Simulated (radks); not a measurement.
Species: Hf LV. Configuration: [He] 2s2 2p5 3s2 3p6 4p1 (not the ground configuration). Calculated with a radial shooting solver on a logarithmic mesh with Libxc functionals: Dirac Kohn-Sham, PBE, spin-unpolarised, spherical densities, finite nucleus; open shells fill j = l - 1/2 first; Fermi nuclear charge, rms radius 5.347 fm.

Normalised radial functions P(r) = r R(r) (large component), r in bohr:

r	3s1/2	3d5/2
0.001773	0.4833	0.0001
0.002521	0.6121	0.0004
0.003585	0.7527	0.0010
0.005097	0.8854	0.0027
0.007247	0.9701	0.0072
0.01031	0.9401	0.0190
0.01465	0.7059	0.0486
0.02083	0.1892	0.1192
0.02963	-0.5848	0.2764
0.04212	-1.3441	0.5914
0.0599	-1.5057	1.1322
0.08517	-0.5050	1.8565
0.1211	1.3642	2.4563
0.1722	2.5818	2.4125
0.2448	2.0130	1.5558
0.3454	0.7378	0.5739
0.4911	0.1011	0.0910
0.6983	0.0037	0.0044
0.9929	0.0000	0.0000

3s1/2: eigenvalue -5862.0 eV, 2 radial nodes at r = 0.0229, 0.0944 bohr, <r> = 0.193 bohr, 90 % of the charge inside 0.281 bohr. 3d5/2 (empty): eigenvalue -5068.9 eV, 0 radial nodes, <r> = 0.168 bohr, 90 % of the charge inside 0.256 bohr.
